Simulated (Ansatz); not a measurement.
**MP2, SCS-MP2 and SOS-MP2 from spin components**

System: H$_{9}$NSi$_{3}$, singlet, at the geometry of the source list. Level: MP2/STO-3G (Ansatz, a first-principles code). Sums are taken with unrounded values, so a last digit can differ.

Input for Ansatz:
Ansatz 0.2 input:
```yaml
crystal:
  periodic: [false, false, false]
  atoms:
    - {symbol: Si, position_ang: [1.90420000, -0.38080000, 1.27990000]}
    - {symbol: Si, position_ang: [0.64200000, 1.01570000, -0.07290000]}
    - {symbol: Si, position_ang: [-1.02060000, -0.00090000, -1.31640000]}
    - {symbol: N, position_ang: [-2.28920000, -0.33290000, -0.19090000]}
    - {symbol: H, position_ang: [2.51350000, -1.48090000, 0.52280000]}
    - {symbol: H, position_ang: [3.00670000, 0.28100000, 1.98700000]}
    - {symbol: H, position_ang: [1.09550000, -1.02450000, 2.32330000]}
    - {symbol: H, position_ang: [1.54700000, 1.72820000, -0.99080000]}
    - {symbol: H, position_ang: [0.08830000, 2.09780000, 0.75820000]}
    - {symbol: H, position_ang: [-0.53170000, -1.20150000, -2.02980000]}
    - {symbol: H, position_ang: [-1.69620000, 0.80710000, -2.33570000]}
    - {symbol: H, position_ang: [-2.07560000, -0.88970000, 0.62280000]}
    - {symbol: H, position_ang: [-3.18410000, -0.61870000, -0.55740000]}
basis:
  gaussian:
    orbitals: STO-3G
magnetization: {spin_polarized: false}
correlation: {method: mp2}
```

It gave an SCF energy of -915.820839 Eh, a same-spin correlation energy of -0.011144 Eh and an opposite-spin one of -0.146666 Eh.

Problem. Work out the MP2, SCS-MP2 (6/5 and 1/3) and SOS-MP2 (1.3 and 0) correlation and total energies.

Solution. MP2: -0.146666 + (-0.011144) = -0.157810 Eh, total -915.978648 Eh, as the program printed. SCS-MP2: 1.2 × (-0.146666) + (-0.011144)/3 = -0.179714 Eh, total -916.000552 Eh. SOS-MP2: 1.3 × (-0.146666) = -0.190666 Eh, total -916.011504 Eh. Opposite spins carry 93 % of the MP2 correlation; same-spin pairs are already kept apart by exchange.
